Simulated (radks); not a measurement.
Values are calculated unless marked as measured or tabulated.
Valence configurations of neutral praseodymium (all share [Xe]). Level of theory: scalar-relativistic Kohn-Sham, r2SCAN, spin-polarised, spherical densities, finite nucleus; open shells are filled with parallel spins first (spin-orbit coupling, left out, can overturn this in heavy ions); meta-GGA in the generalised Kohn-Sham scheme; Fermi nuclear charge, rms radius 4.8919 fm (a radial shooting solver on a logarithmic mesh with Libxc functionals). Energies are relative to 4f3 6s2; eigenvalues in eV for spin up.

| valence | E (eV) | moment (Bohr magnetons) | e(4f) | e(5d) | e(6p) | e(6s) |
|---|---|---|---|---|---|---|
| 4f3 6s2 | 0.000 | 3 | -1.768 | - | - | -3.605 |
| 4f2.5 5d0.5 6s2 | 0.281 | 3 | -4.135 | -2.723 | - | -3.880 |
| 4f3 5d1 6s1 | 0.721 | 5 | -0.446 | -1.596 | - | -3.497 |
| 4f3 6s1 6p1 | 1.374 | 5 | -2.679 | - | -2.070 | -4.554 |
| 4f2 6s2 6p1 | 3.807 | 3 | -9.833 | - | -2.477 | -5.366 |
| 4f3 6p2 | 3.816 | 5 | -3.740 | - | -2.499 | - |

NIST lists [Xe] 4f3 6s2 as the ground configuration; this level of theory agrees among the configurations tried. The energies are those of spherical high-spin densities, not of single terms. No valid solution was reached for [Xe] 4f4 6s1; [Xe] 4f4 5d1; [Xe] 4f3 5d2; [Xe] 4f3.5 5d1.5.
